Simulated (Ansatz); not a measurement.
Consider the cleavage of the Si–Si bond: `[SiH3][SiH2][SiH2][GeH3]` + `OCS` → `[SiH3]OCS` + `[SiH3][SiH2][GeH3]`.

Program: Ansatz. Geometries: PBE0-D4/def2-TZVP. ΔE: electronic, gas phase. CCSD(T)/CBS adds triple-zeta CCSD(T) − MP2 to the extrapolated MP2 energy (def2 sets, frozen cores). DFT in def2-TZVPP. B3LYP here is the variant with VWN-RPA as its local correlation; programs differ in this. HSE06 is defined as in plane-wave codes. For Ge outer-core shells are correlated without core-valence functions, which leaves a few kJ/mol of doubt a bond. Scalar relativity is left out up to krypton. One conformer a species, not always the lowest.

`[SiH3][SiH2][SiH2][GeH3]`:

Cartesian coordinates in Å:
```
Si 1.946 -0.901 0.984
Si 0.970 -0.685 -1.129
Si -1.322 -0.291 -0.899
Ge -1.677 1.602 0.500
H 1.299 -2.016 1.729
H 3.404 -1.177 0.881
H 1.750 0.357 1.753
H 1.215 -1.915 -1.934
H 1.589 0.469 -1.840
H -1.970 -1.480 -0.278
H -1.955 -0.057 -2.227
H -1.172 1.309 1.923
H -3.169 1.966 0.578
H -0.907 2.818 -0.042
```

`OCS`:

Z-matrix (Å, degrees):
```
C
S 1 1.793
O 1 1.405 2 110.6
H 1 1.095 2 109.2 3 123.4
H 1 1.097 2 104.5 3 -120.8
H 2 1.343 1 96.4 3 -70.0
H 3 0.962 1 108.1 2 177.5
```

`[SiH3]OCS`:

Z-matrix (Å, degrees):
```
Si
O 1 1.649
H 1 1.479 2 106.2
H 1 1.489 2 110.5 3 -120.0
H 1 1.489 2 110.7 3 120.2
C 2 1.400 1 122.5 3 178.9
S 6 1.798 2 112.1 1 179.7
H 6 1.096 2 111.3 1 62.9
H 6 1.095 2 111.0 1 -57.8
H 7 1.343 6 96.4 2 71.5
```

`[SiH3][SiH2][GeH3]`:

Z-matrix (Å, degrees):
```
Si
Si 1 2.337
H 1 1.488 2 109.7
H 1 1.488 2 111.3 3 120.4
H 1 1.488 2 109.7 3 -119.2
Ge 2 2.380 1 110.4 3 59.6
H 2 1.490 1 109.9 3 -179.8
H 2 1.490 1 109.9 3 -61.0
H 6 1.538 2 110.2 1 -59.7
H 6 1.538 2 110.2 1 59.6
H 6 1.538 2 111.3 1 179.9
```

```tsv
level	ΔE (kJ/mol)	difference from CCSD(T)/CBS
LDA (SPW92)	-61.0	16.8
PBE-D4	-56.6	21.2
revPBE-D4	-57.9	19.9
BLYP-D4	-77.4	0.4
r2SCAN-D4	-73.7	4.1
B97M-V	-74.4	3.4
PBE0-D4	-61.5	16.3
B3LYP-D4	-80.0	-2.2
r2SCANh-D4	-74.0	3.8
r2SCAN0-D4	-74.7	3.1
HSE06-D4	-61.3	16.5
BHLYP-D4	-86.9	-9.1
CAM-B3LYP-D4	-87.1	-9.3
ωB97X-V	-78.0	-0.2
ωB97M-V	-81.8	-4.0
B2PLYP	-86.8	-9.0
PBE-QIDH	-74.6	3.2
revPBE	-59.4	18.4
BLYP	-82.3	-4.5
PBE0	-64.4	13.4
B3LYP	-84.8	-7.0
r2SCANh	-75.1	2.7
r2SCAN0	-75.9	1.9
BHLYP	-92.9	-15.1
CAM-B3LYP	-90.5	-12.7
LC-ωPBE	-72.7	5.1
RPA@PBE/def2-TZVPP	-81.7	-3.9
HF/def2-SVP	-92.2	-14.4
MP2/def2-SVP	-79.9	-2.1
CCSD(T)/def2-SVP	-74.5	3.3
HF/def2-TZVPP	-104.8	-27.0
MP2/def2-TZVPP	-85.7	-7.9
SCS-MP2/def2-TZVPP	-91.1	-13.3
CCSD/def2-TZVPP	-82.4	-4.6
CCSD(T)/def2-TZVPP	-79.2	-1.4
MP2/def2-QZVPP	-85.5	-7.7
SCS-MP2/def2-QZVPP	-90.8	-13.0
HF/CBS(def2)	-107.1	-29.3
MP2/CBS(def2)	-84.3	-6.5
CCSD/CBS(def2)	-81.1	-3.3
CCSD(T)/CBS	-77.8	0
```

Largest T1 diagnostic among the species: 0.013.

Leaving LDA and LC-ωPBE aside and taking each functional with its dispersion term where it has one, the values spread over 30.5 kJ/mol, from CAM-B3LYP-D4 to PBE-D4. The D4 term adds +4.8 kJ/mol with B3LYP and +2.9 kJ/mol with PBE0; it sums over pairs of atoms, weighted by their polarisabilities, and B3LYP, whose exchange is more repulsive, gets the larger term.
